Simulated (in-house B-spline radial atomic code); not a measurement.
Settings and results of a run for Ge V (Ge4+). Level of theory: non-relativistic B3LYP, spin-polarised, spherical fractional occupations, exact exchange averaged over the configuration, point nucleus; calculated with an all-electron radial atomic-structure program (B-spline basis).

Command:
```bash
python run_scf.py task.json out
```
Settings:
```
Z                32
configuration    [Ar] 3d10
hamiltonian      nr
method           b3lyp
spin_polarised   True
exact_exchange   averaged over the configuration
```

Output (hartree, bohr):
```
 radial grid: 47 intervals, B-splines of order 8, outer radius 14.6809 bohr

 iter        energy (Eh)    residual
    1       -2062.490633    5.08e-01
    2       -2064.321828    7.31e-01
    3       -2073.113597    6.64e-02
    4       -2073.202903    1.84e-02
    5       -2073.206221    4.92e-03
    6       -2073.206477    2.94e-03
    7       -2073.206665    2.70e-04
    8       -2073.206666    3.38e-06
    9       -2073.206666    3.20e-08

 total energy                     -2073.20667
 kinetic                            2071.7716
 electron-nucleus                  -4910.3670
 Hartree                             843.2244
 exact exchange                      -15.2717
 exchange-correlation                -62.5639

 orbital      occ     eigenvalue          <r>       <r^2>       <1/r>     <1/r^3>       <r^4>       r_max
 1s up      1.000      -400.5236    0.0478548  0.00306772     31.5023           - 2.39424e-05     0.03159
 1s down    1.000      -400.5236    0.0478548  0.00306772     31.5023           - 2.39424e-05     0.03159
 2s up      1.000       -51.5519      0.21373    0.053803     6.92467           -    0.004998      0.1794
 2s down    1.000       -51.5519      0.21373    0.053803     6.92467           -    0.004998      0.1794
 2p up      3.000       -46.0728     0.185231   0.0419732     6.89203     939.077  0.00353257      0.1426
 2p down    3.000       -46.0728     0.185231   0.0419732     6.89203     939.077  0.00353257      0.1426
 3s up      1.000        -8.0241      0.63422    0.463477     2.23282           -    0.344955      0.5515
 3s down    1.000        -8.0241      0.63422    0.463477     2.23282           -    0.344955      0.5515
 3p up      3.000        -6.1955     0.650077    0.496483     2.11172     125.952    0.424209      0.5471
 3p down    3.000        -6.1955     0.650077    0.496483     2.11172     125.952    0.424209      0.5471
 3d up      5.000        -3.0076     0.713192    0.639475     1.81069     14.5111    0.920831      0.5021
 3d down    5.000        -3.0076     0.713192    0.639475     1.81069     14.5111    0.920831      0.5021
```

Cost of the run: 0.42 s on 1 thread of Arm Neoverse N1, with other jobs on the host.
